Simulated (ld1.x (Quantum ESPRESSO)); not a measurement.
# Before and after: RRKJ potential for germanium (Ge)

```
Element                 : Ge
Generator               : ld1.x (Quantum ESPRESSO) 7.5
Type                    : norm-conserving RRKJ (Kleinman–Bylander form)
Functional              : PBE
Relativity              : scalar-relativistic
Frozen core             : [Ar] 3d10
Valence charge          : 4
Reference configuration : 4s1 4p3
Partial waves           : 4p (bound): rc 2.30 bohr; 4s (bound): rc 1.85 bohr
Local potential         : the s channel
Core correction         : none
```

Change: core correction a·sin(br)/r model core inside 1.42 bohr.

Cutoffs: the cutoffs (Ry, on a coarse ladder) from which the occupation-weighted sum of valence levels, in a spherical-Bessel basis at the reference potential, stays within 10 and 1 mRy of its value at 400 Ry; they do not see the model core or the augmentation charge, which bear on the density cutoff. Errors are all-electron minus pseudo energies relative to the spin-unpolarised reference configuration.

Q: Predict the effect on cutoff, ghosts and configuration errors.

A: The potential gets neither clearly harder nor softer (21 Ry and 40 Ry → 21 Ry and 40 Ry); of the 7 tests that both files solve, the error grows in 3 and shrinks in 1 by more than 15 % and 0.3 meV (median size 12.5 → 14.3 meV); neither file shows a bound ghost. A model core, the more so a compact one, raises the density cutoff, which this test does not measure.

| quantity | base | changed |
| --- | --- | --- |
| cutoff, loose | 21 Ry | 21 Ry |
| cutoff, tight | 40 Ry | 40 Ry |
| bound ghosts | none | none |
| error for 4s2 4p2, meV [ΔE -7.97 eV] | +11 | -14 |
| error for 4s2 4p1, meV [ΔE -0.53 eV] | +13 | -11 |
| error for 4s2 4p0, meV [ΔE 14.91 eV] | +17 | -19 |
| error for 4s0 4p4, meV [ΔE 8.22 eV] | +11 | -17 |
| error for 4s2 4p1.5, meV [ΔE -5.17 eV] | +12 | -12 |
| error for 4s1 4p2, meV [ΔE 8.19 eV] | -4.9 | -5.0 |
| error for 4s1 4p0, meV [ΔE 49.70 eV] | +78 | -128 |
| s: phases at 2.50 bohr within 0.05 rad from the reference energy up to (Ry; the scan ends near 5) | 2.3 | 2.3 |
| p: phases at 2.50 bohr within 0.05 rad from the reference energy up to (Ry; the scan ends near 5) | 4.3 | 4.3 |
